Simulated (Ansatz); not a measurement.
## The vertical ionisation energy down a group: C to Sn

One atom is swapped for its congeners: CH4S (methanethiol) `CS`; SiH3(SH) (sulfanylsilane); GeH3(SH); SnH3(SH). All are singlets with charge 0.

Shapes, held fixed at every level: PBE0-D4/def2-TZVP. Programs: Ansatz 0.2.0. Values in eV.

Task: How should the vertical ionisation energy change along the series?

Result: At CCSD(T)/def2-TZVPP the vertical ionisation energy isn't monotonic: it is largest for Si and smallest for C (9.93 and 9.37 eV). Every level shows the same order. Measured values: NIST CCCBDB. For atoms past krypton def2 sets carry core potentials with scalar relativity. Relativity is left out for Ge unless named. Correlated rows may include outer-core shells of Ge, Sn, which these sets cover unevenly.

| level | CH4S | SiH3(SH) | GeH3(SH) | SnH3(SH) |
| --- | --- | --- | --- | --- |
| r2SCAN-D4/def2-TZVPP | 9.26 | 9.79 | 9.56 | 9.40 |
| PBE0-D4/def2-TZVPP | 9.33 | 9.85 | 9.62 | 9.47 |
| wB97X-V/def2-TZVPP | 9.42 | 9.97 | 9.73 | 9.59 |
| B2PLYP/def2-TZVPP | 9.33 | 9.88 | 9.64 | 9.48 |
| MP2/def2-TZVPP | 9.42 | 10.03 | 9.77 | 9.61 |
| CCSD/def2-TZVPP | 9.32 | 9.87 | 9.62 | 9.45 |
| CCSD(T)/def2-TZVPP | 9.37 | 9.93 | 9.68 | 9.51 |
| measured | 9.44 | – | – | – |
